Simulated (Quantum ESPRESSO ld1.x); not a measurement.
The mean radii <r> (bohr) of the occupied orbitals of an atom or ion are listed with their occupations. All-electron calculation, Dirac Kohn-Sham, PBE, spin-unpolarised, spherical densities, point nucleus. Program: ld1.x of Quantum ESPRESSO 7.5.

| orbital | occ. | <r> |
|---|---|---|
| 1s1/2 | 2 | 0.01605 |
| 2s1/2 | 2 | 0.06688 |
| 2p1/2 | 2 | 0.05487 |
| 2p3/2 | 4 | 0.06378 |
| 3s1/2 | 2 | 0.1725 |
| 3p1/2 | 2 | 0.1629 |
| 3p3/2 | 4 | 0.1785 |
| 3d3/2 | 4 | 0.1549 |
| 3d5/2 | 6 | 0.1596 |
| 4s1/2 | 2 | 0.3535 |
| 4p1/2 | 2 | 0.3500 |
| 4p3/2 | 4 | 0.3741 |
| 4d3/2 | 4 | 0.3629 |
| 4d5/2 | 1 | 0.3696 |

Name the element and its charge. Open shells, if any, fill j = l - 1/2 first.

Answer. Z = 82, lead, charge +41: Pb41+ in [Kr] 4d5. The 1s radius gives Z: for a bare nucleus <r> = (2 gamma + 1)/(2Z) with gamma = sqrt(1 - (Z/c)^2), 0.01587 bohr for Z = 82, and screening makes it slightly larger (0.01605 here). The occupations add up to 41, and the charge is Z minus that.
